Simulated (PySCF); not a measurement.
A structure optimised at B3LYP-D3(BJ)/def2-SVP, used in a PySCF frequency run:

```
Si
O 1 1.6514
H 2 0.9647 1 117.73
O 1 1.6585 2 108.92 3 -51.90
H 4 0.9642 1 117.61 2 146.80
C 1 1.8706 2 106.19 3 -178.55
H 6 1.1040 1 109.62 2 179.01
H 6 1.1046 7 105.32 1 116.66
N 6 1.4689 7 109.41 8 117.43
H 9 1.0209 6 109.55 7 -178.76
H 9 1.0212 10 105.65 6 118.06
Cl 1 2.1004 2 110.07 3 65.46
```

Q: Write its SMILES and formula.

A: NC[Si](O)(O)Cl, CH6ClNO2Si

Q: What are its rotational constants (standard atomic weights)?

A: 2.4095, 1.9390, 1.4898 GHz
